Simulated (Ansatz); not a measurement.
Cost and result for the atomization energy of Cl$_{2}$H$_{4}$OSi$_{2}$ (`O[SiH](Cl)[SiH2]Cl`) (9 atoms, 8 bonds).

Cartesian coordinates in Å:
```
O -0.132 -1.979 -0.127
Si 0.582 -0.582 0.342
Cl 0.562 -0.389 2.393
Si -0.692 1.151 -0.577
Cl 0.235 2.920 -0.068
H 0.246 -2.813 0.161
H 2.015 -0.539 -0.044
H -2.067 1.160 -0.022
H -0.749 1.071 -2.058
```

The species carries charge 0 and has multiplicity 1. The geometry is a stationary point of PBE0-D4/def2-TZVP. It is one conformer, not always the lowest. Program: Ansatz. All runs use 4 threads of an Arm Neoverse V1 on a shared host. Times are those of one run each, without the atoms' runs, and a repeat can differ threefold. Electronic energies, without spin–orbit coupling; frozen cores. CCSD(T)/CBS adds CCSD(T) − MP2 in def2-TZVPP to the MP2 limit, and its time is that of the two runs behind it. T1 = 0.011. B3LYP takes the VWN-RPA correlation (the form of Gaussian; ORCA's B3LYP/G).

CCSD(T)/CBS is a level of theory with its own doubt, some kJ/mol a heavy atom from the limit and from the frozen cores, so smaller differences don't rank the functionals.

| level | functions | wall time |
| --- | --- | --- |
| PBE-D4/def2-TZVPP (with forces) | 255 | 2.7 s |
| PBE0-D4/def2-TZVPP | 255 | 3.9 s |
| r2SCAN-D4/def2-TZVPP (with forces) | 255 | 5.5 s |
| B2PLYP/def2-TZVPP | 255 | 5.5 s |
| B3LYP-D4/def2-TZVPP (with forces) | 255 | 6 s |
| ωB97X-V/def2-TZVPP | 255 | 9 s |
| ωB97M-V/def2-TZVPP (with forces) | 255 | 13 s |
| MP2/def2-QZVPP | 457 | 20 s |
| CCSD(T)/def2-TZVPP | 255 | 2.3 min |
| CCSD(T)/CBS(def2) | – | 2.7 min |

What atomization energy does each give, and how far from CCSD(T)/CBS? (An estimate is asked.)

Ansatz gave: 
```tsv
level	atomization (kJ/mol)	difference from CCSD(T)/CBS	per bond
PBE-D4/def2-TZVPP (with forces)	2954.9	-6.8	-0.8
PBE0-D4/def2-TZVPP	2921.4	-40.3	-5.0
r2SCAN-D4/def2-TZVPP (with forces)	2958.5	-3.2	-0.4
B2PLYP/def2-TZVPP	2891.6	-70.1	-8.8
B3LYP-D4/def2-TZVPP (with forces)	2919.4	-42.3	-5.3
ωB97X-V/def2-TZVPP	2971.5	9.8	1.2
ωB97M-V/def2-TZVPP (with forces)	2958.7	-3.0	-0.4
MP2/def2-QZVPP	2981.4	19.7	2.5
CCSD(T)/def2-TZVPP	2859.9	-101.8	-12.7
CCSD(T)/CBS(def2)	2961.7	0.0	0.0
```

The D4 term adds +43.5 kJ/mol with B3LYP and +23.0 kJ/mol with PBE0; it sums over pairs of atoms, weighted by their polarisabilities, and B3LYP, whose exchange is more repulsive, gets the larger term. From PBE to PBE0 (25 % exact exchange), in def2-TZVPP and without D4, the atomization energy moves by −29.9 kJ/mol: exact exchange takes away binding that semilocal exchange gives to molecules. In def2-TZVPP, CCSD(T) changes the Hartree–Fock value by +685.3 kJ/mol (the triples alone add +44.1 kJ/mol) and MP2 by +746.0 kJ/mol; breaking electron pairs costs correlation energy, which Hartree–Fock lacks.
